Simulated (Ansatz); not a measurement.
Calculated with Ansatz (gas phase, PBE0-D4/def2-TZVP geometries, no zero-point term in ΔE). CCSD(T)/CBS is the MP2 limit (def2-TZVPP, def2-QZVPP) plus CCSD(T) − MP2 in def2-TZVPP, frozen cores. This one scheme is used for every species. DFT in def2-TZVPP. B3LYP here is the variant with VWN-RPA as its local correlation; programs differ in this. HSE06 is defined as in plane-wave codes. Elements past krypton have def2 core potentials. For I outer-core shells are correlated without core-valence functions, which leaves a few kJ/mol of doubt a bond. Each species was taken in one conformer, which may not be the lowest.

Reaction (substitution at a C–N bond): `C=NC(=C)F` + HI → `C=C(F)I` + `C=N`

| level | ΔE (kJ/mol) | difference from CCSD(T)/CBS |
| --- | --- | --- |
| LDA (SPW92) | 64.1 | 24.9 |
| PBE-D4 | 46.3 | 7.1 |
| revPBE-D4 | 44.5 | 5.3 |
| BLYP-D4 | 43.8 | 4.6 |
| r2SCAN-D4 | 52.1 | 12.9 |
| PBE0-D4 | 50.4 | 11.2 |
| B3LYP-D4 | 48.0 | 8.8 |
| r2SCANh-D4 | 53.0 | 13.8 |
| r2SCAN0-D4 | 54.4 | 15.2 |
| HSE06-D4 | 50.3 | 11.1 |
| BHLYP-D4 | 52.2 | 13.0 |
| ωB97X-V | 45.4 | 6.2 |
| ωB97M-V | 44.0 | 4.8 |
| B2PLYP | 45.5 | 6.3 |
| PBE-QIDH | 48.6 | 9.4 |
| PBE | 46.8 | 7.6 |
| revPBE | 41.4 | 2.2 |
| BLYP | 44.7 | 5.5 |
| r2SCAN | 51.9 | 12.7 |
| PBE0 | 50.8 | 11.6 |
| B3LYP | 49.3 | 10.1 |
| r2SCANh | 52.8 | 13.6 |
| r2SCAN0 | 54.3 | 15.1 |
| HSE06 | 50.9 | 11.7 |
| BHLYP | 55.1 | 15.9 |
| CAM-B3LYP | 52.6 | 13.4 |
| RPA@PBE/def2-TZVPP | 38.4 | -0.8 |
| CCSD/def2-SVP | 67.8 | 28.6 |
| CCSD(T)/def2-SVP | 67.9 | 28.7 |
| HF/def2-TZVPP | 57.5 | 18.3 |
| MP2/def2-TZVPP | 38.9 | -0.3 |
| SCS-MP2/def2-TZVPP | 37.9 | -1.3 |
| CCSD/def2-TZVPP | 44.8 | 5.6 |
| CCSD(T)/def2-TZVPP | 43.6 | 4.4 |
| HF/def2-QZVPP | 56.5 | 17.3 |
| MP2/def2-QZVPP | 36.0 | -3.2 |
| SCS-MP2/def2-QZVPP | 35.3 | -3.9 |
| HF/CBS(def2) | 56.4 | 17.2 |
| MP2/CBS(def2) | 34.5 | -4.7 |
| CCSD/CBS(def2) | 40.3 | 1.1 |
| CCSD(T)/CBS | 39.2 | 0 |

Largest T1 diagnostic among the species: 0.013.

In def2-TZVPP, CCSD(T) changes the Hartree–Fock value by −13.9 kJ/mol (the triples alone add −1.1 kJ/mol) and MP2 by −18.6 kJ/mol. At CCSD(T), def2-SVP lies +28.7 kJ/mol from the extrapolated value and def2-TZVPP +4.4 kJ/mol. Leaving LDA and LC-ωPBE aside and taking each functional with its dispersion term where it has one, the values spread over 10.6 kJ/mol, from BLYP-D4 to r2SCAN0-D4. LDA lies +17.3 kJ/mol from PBE without D4.
